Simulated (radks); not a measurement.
All-electron atom: the ruthenium ion Ru13+ in [Ar] 3d10 4s2 4p1.

Calculated with a radial shooting solver on a logarithmic mesh with Libxc functionals: non-relativistic Kohn-Sham, PBEsol, spin-polarised, spherical densities, point nucleus; open shells are filled with parallel spins first (spin-orbit coupling, left out, can overturn this in heavy ions); relativity is left out, which matters for an element this heavy.

Energy parts (eV):
total: -119288.113
kinetic: 119241.429
electron-nucleus: -275052.075
Hartree: 39767.289
exchange-correlation: -3244.756

Orbitals (lengths in bohr, moments of r in powers of bohr):
orbital  occ.  eigenvalue (eV)      <r>     <r^2>
1s up       1        -21609.37  0.03464  0.001606
1s down     1        -21609.08  0.03464  0.001606
2s up       1        -3294.370   0.1508   0.02674
2s down     1        -3294.195   0.1508   0.02674
2p up       3        -3070.759   0.1291   0.02029
2p down     3        -3070.486   0.1291   0.02029
3s up       1        -801.6968   0.4121    0.1939
3s down     1        -801.3396   0.4119    0.1937
3p up       3        -713.8480   0.4046    0.1898
3p down     3        -713.4475   0.4044    0.1896
3d up       5        -552.5608   0.3773    0.1694
3d down     5        -552.1552   0.3769    0.1690
4s up       1        -310.9801   0.9236    0.9556
4s down     1        -308.2261   0.9234    0.9559
4p up       1        -280.5463   0.9544     1.026
4p down     0        -277.8069   0.9549     1.028
4d up       0        -228.5847    1.018     1.181
4d down     0        -225.9629    1.020     1.186
5s up       0        -164.1045    1.668     3.105
5s down     0        -162.9264    1.673     3.123

The highest occupied level is 4p up at -280.55 eV. Virial ratio -V/T = 2.00039. Spin moment in Bohr magnetons: 1. For comparison, the ionisation energy in NIST's Atomic Spectra Database is 295.9 eV (semi-empirical). In exact Kohn-Sham theory the highest level is minus the ionisation energy, but local and semilocal functionals leave it too shallow, through self-interaction and a potential that decays too fast; potentials with the right tail come closer. Summed over all electrons, <r^2> = 6.334 bohr^2, which gives a Langevin (diamagnetic) susceptibility term of -5.02 x 10^-6 cm^3/mol. The spin density at the nucleus is -0.9056 e/bohr^3 (1s -0.4091, 2s 0.0680, 3s -0.1122, 4s -0.4523).
